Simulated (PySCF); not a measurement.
Si(OSiH3)2(F)2 (F₂H₆O₂Si₃), SMILES [Si](F)(F)(O[SiH3])O[SiH3]. Atoms are numbered in the order given.

```xyz
13

F      0.7378     1.9485    -0.0438
Si     0.1023     0.5513    -0.5106
F      0.3573     0.4473    -2.0895
O     -1.4888     0.5397    -0.2133
Si    -2.6637    -0.3204     0.6089
O      0.8444    -0.6726     0.2552
Si     2.2909    -1.2646     0.8487
H     -2.7538    -1.7033     0.0604
H     -3.9548     0.3900     0.4183
H     -2.3225    -0.3816     2.0589
H      2.5153    -0.7309     2.2209
H      3.4128    -0.8525    -0.0421
H      2.1895    -2.7474     0.8911
```

The structure is a stationary point at r2SCAN-D4/def2-SVP. One conformer was computed; it need not be the lowest.

Calculation: TDA-ωB97X/def2-SVPD (PySCF 2.14.0).

Vertical excitations. Isolated molecule, no solvent.

```tsv
state	energy (eV)	λ (nm)	f	main pairs
S1	7.96	156	0.000	HOMO→LUMO 62 %
S2	8.02	155	0.001	HOMO−1→LUMO 43 %, HOMO→LUMO+1 19 %, HOMO−2→LUMO 12 %
S3	8.10	153	0.003	HOMO−2→LUMO 45 %, HOMO−1→LUMO 13 %, HOMO−3→LUMO+1 10 %
S4	8.19	151	0.003	HOMO−3→LUMO 45 %, HOMO−1→LUMO+1 16 %, HOMO−3→LUMO+1 8 %
S5	9.27	134	0.002	HOMO→LUMO+4 16 %, HOMO−1→LUMO+5 16 %, HOMO−3→LUMO+6 12 %, HOMO→LUMO+1 10 %
S6	9.30	133	0.002	HOMO−2→LUMO+4 19 %, HOMO−3→LUMO+5 17 %, HOMO→LUMO+7 12 %, HOMO−1→LUMO+6 10 %
T1	7.61	163	0	HOMO→LUMO 56 %, HOMO−2→LUMO+1 10 %
T2	7.65	162	0	HOMO−1→LUMO 35 %, HOMO→LUMO+1 21 %, HOMO−2→LUMO 15 %
```
Triplets are in the Tamm–Dancoff approximation.
